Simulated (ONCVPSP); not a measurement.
# Configuration tests for Zn (ONCV)

Zn, optimised norm-conserving Vanderbilt (ONCV), made with ONCVPSP 4.0.1 (LDA (Perdew-Wang 92), scalar-relativistic). Core [Ne], reference 3s2 3p6 3d10 4s2. Waves: 3s+4s: rc 1.25 bohr, ncon 3, nbas 6, qcut 10.4 1/bohr, 2 projectors; 3p: rc 0.60 bohr, ncon 5, nbas 8, qcut 11.7 1/bohr, 2 projectors, debl 2.3 Ha; 3d: rc 1.00 bohr, ncon 3, nbas 7, qcut 13.4 1/bohr, 2 projectors, debl 1.8 Ha; f scattering state at 0.05 Ha: rc 1.00 bohr, ncon 4, nbas 7, qcut 12.1 1/bohr, 1 projector. Local part: polynomial inside 0.55 bohr (lpopt 4, dvloc0 0 Ha). Core correction: Teter function, fcfact 4.5, rcfact 1.4.

In the p channel the program set the typed energies aside and used -3.060, 0.250 Ha.

Energies are relative to the spin-unpolarised reference configuration 3s2 3p6 3d10 4s2; without spin polarisation the order of configurations can differ from experiment.

| valence configuration | charge | ΔE all-electron (eV) | error AE − PS (meV) |
| --- | --- | --- | --- |
| 3s2 3p6 3d10 4s1 | +1 | 10.184 | -0.1 |
| 3s2 3p6 3d9 4s0 | +3 | 69.844 | -13 |
| 3s2 3p6 3d10 4s0 4p2 | 0 | 10.754 | -0.7 |

Task: What are ΔE and the potential's error for 3s2 3p6 3d10 4s0?

Result: ΔE = 28.947 eV all-electron; the error (AE − PS) is +1.3 meV.

Levels in the configuration 3s2 3p6 3d10 4s0 4p2:

```csv
level,all-electron (eV),pseudo (eV)
3s,-132.695,-132.710
3p,-87.338,-87.339
3d,-14.398,-14.410
4p,-2.994,-2.994
```
